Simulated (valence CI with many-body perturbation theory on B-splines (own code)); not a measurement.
**Sb+ in brief**

Method: configuration interaction combined with many-body perturbation theory (CI+MBPT): four valence electrons over a frozen Dirac-Fock core [Kr] 4d10, a basis of 11 s, 11 p, 9 d, 7 f, 5 g, 2 h, 1 i functions for each j, with the one-electron correlation potential Σ1 (screened to all orders), the two-electron term Σ2, the three-electron term Σ3, Breit, model QED; selected single and double excitations, second order for the rest, scaled by the run's own slope (own B-spline code, finite nucleus).

Against 27 measured levels this calculation errs by 122 cm⁻¹ on average and by 285 at most. These come from a selection out of the NIST Handbook of Basic Atomic Spectroscopic Data. Levels without a partner in it may be off by more. Among the levels kept, up to 400 cm⁻¹ of a level comes from second order outside the variational space, and about a tenth of that is noise between levels of different J, which matters for small intervals.

Names give the largest LS component (configuration and term), which can be under half, so a name can repeat, a term be missing and a line seem to break the LS rules; names also repeat where a configuration has a term twice.

Rates and lifetimes use the calculated energies. Strong lines usually hold to 10 to 20 %, long lifetimes can be off by a factor of two.

**Question.** What is the ground level?

**Answer.** 5s2 5p2 3P_0, composition 91 % 5s2 5p2 3P + 5 % 5s2 5p2 1S.

**Question.** What is the ionisation energy?

**Answer.** 16.664 eV; NIST lists 16.626 ± 0.025 eV (measured).

**Question.** Name the longest-lived excited levels whose lifetime is computed, and their main decay.

**Answer.** 5s2 5p2 3P_2 at 5650 cm⁻¹ lives 5.00 s, mostly by M1 to 5s2 5p2 3P_1; 5s2 5p2 3P_1 at 3060 cm⁻¹ lives 2.04 s, mostly by M1 to 5s2 5p2 3P_0; 5s2 5p 5d 3F°_4 at 81081 cm⁻¹ lives 677 ms, mostly by M1 to 5s2 5p 5d 3F°_3.

**Question.** Among levels below 114627 cm⁻¹, which E1 lines absorb most strongly from the ground level?

**Answer.** to 5s2 5p 5d 3D°_1 at 117.4 nm, f = 1.88; to 5s2 5p 6d 1P°_1 at 95.07 nm, f = 0.235; to 5s2 5p 6s 3P°_1 at 143.5 nm, f = 0.224.

**Question.** What are the static dipole polarisabilities of the lowest levels?

**Answer.** 5s2 5p2 3P_0 23.4; 5s2 5p2 3P_1 24.2 (tensor -0.49); 5s2 5p2 3P_2 24.6 (tensor 0.090); 5s2 5p2 1D_2 25.6 (tensor -1.2) bohr³, of which the core gives 1.68.

**Question.** How well does LS coupling describe the low levels?

**Answer.** Among the lowest 20 levels the leading LS term, summed over configurations, holds 86 % on average. For single configurations the figures are 72 % in LS and 65 % in jj coupling. Terms mix most in the J = 1 level at 75984 cm⁻¹, where the leading one holds 58 %.

**Question.** Where does the other parity begin?

**Answer.** At 5s 5p3 5S°_2, 51440 cm⁻¹.
